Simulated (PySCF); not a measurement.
N,N-dimethyl-1-methylsilylmethanamine (C4H13NSi), SMILES C([SiH2]C)N(C)C.

The structure is a stationary point at PBE0-D3(BJ)/def2-SVP. The values are those of a single conformer.

Two levels are set side by side: PBE/def2-TZVP (PySCF) and r2SCAN/def2-TZVP (PySCF). Same geometry, gas phase. Differences are taken from unrounded values.

```csv
quantity,r2SCAN
orbital gap (eV),5.50
highest occupied level (eV),-4.99
lowest empty level (eV),0.51
dipole moment (D),0.91
```

Q: What does PBE give, and how far is it from r2SCAN? (Estimate from the structure and the level; the computed values follow.)

A: 
| quantity | PBE | PBE minus r2SCAN |
|---|---|---|
| orbital gap (eV) | 4.78 | -0.72 |
| highest occupied level (eV) | -4.76 | 0.23 |
| lowest empty level (eV) | 0.02 | -0.48 |
| dipole moment (D) | 0.89 | -0.02 |

Rough cost on one machine, each run with all the roots and properties that it gave: r2SCAN against PBE about 2 times.
